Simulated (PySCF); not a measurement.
How methods differ on the ionisation energy of O²⁺

O²⁺ [He] 2s2 2p2 (3P) → O³⁺ [He] 2s2 2p1 (2P), as a difference of total energies. All numbers are calculated (PySCF 2.14, scalar relativity by spin-free X2C-1e, in cc-pVDZ-DK (3s2p1d, 14 functions)). Correlated levels: valence: 1s2 frozen. The calculations carry no spin-orbit coupling.

```json
{"method": "UHF", "ionisation energy (eV)": "54.618"}
{"method": "r2SCAN", "ionisation energy (eV)": "55.633"}
{"method": "M06-2X", "ionisation energy (eV)": "55.150"}
{"method": "MP2 (valence)", "ionisation energy (eV)": "54.756"}
{"method": "SCS-MP2 (valence)", "ionisation energy (eV)": "54.654"}
{"method": "CCSD (valence)", "ionisation energy (eV)": "54.507"}
{"method": "CCSD(T) (valence)", "ionisation energy (eV)": "54.510"}
```

Task: How much does correlation contribute at CCSD(T) (valence)?

Result: 54.510 − (54.618) = -0.108 eV, measured against UHF.

Errors of the correlated levels include the incompleteness of this basis and the frozen core.

For comparison: 54.936 eV (semi-empirical (NIST evaluation); NIST Atomic Spectra Database, ionization energies).
